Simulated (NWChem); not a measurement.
# C3H6Se; SMILES C[Se]C=C

```xyz
10

C     -0.1083    -2.4149     0.1002
C     -0.5830    -1.1982    -0.1769
Se     0.4521     0.3846    -0.1494
C     -1.0044     1.6481     0.0837
H      0.9214    -2.5806     0.4303
H     -0.7479    -3.2954    -0.0065
H     -1.6216    -1.0590    -0.4989
H     -1.7421     1.5372    -0.7229
H     -0.5636     2.6524     0.0263
H     -1.4845     1.5189     1.0625
```
Atoms are numbered in this order, from 1.

Level: PBE0/def2-SVP (NWChem), optimised geometry, unscaled harmonic frequencies. This build's default masses of Se (78.918 u) and Br (79.917 u) are each other's, which moves their modes by up to 0.6 %.

| frequency (cm⁻¹) | IR intensity (km/mol) |
|---|---|
| 60 | 1.7 |
| 133 | 0.2 |
| 180 | 0.2 |
| 355 | 0.8 |
| 574 | 16.4 |
| 617 | 4.5 |
| 630 | 2.8 |
| 908 | 4.7 |
| 911 | 32.7 |
| 918 | 14.5 |
| 989 | 28.2 |
| 1017 | 5.1 |
| 1263 | 11.8 |
| 1301 | 2.0 |
| 1393 | 6.3 |
| 1436 | 9.9 |
| 1449 | 13.1 |
| 1677 | 46.3 |
| 3073 | 16.1 |
| 3161 | 1.5 |
| 3185 | 3.2 |
| 3192 | 1.6 |
| 3198 | 1.3 |
| 3265 | 1.7 |

- zero-point energy: 49.8 kcal/mol
- thermal correction to the enthalpy at 298.15 K (with zero-point energy): 54.2 kcal/mol
- heat capacity Cv: 19.2 cal/(mol K)
- entropy at 298.15 K and 1 atm (symmetry number 1): 78.8 cal/(mol K)
- dipole moment: 1.37 D

Rigid rotor and harmonic oscillator; modes under 100 cm⁻¹ make the entropy uncertain.
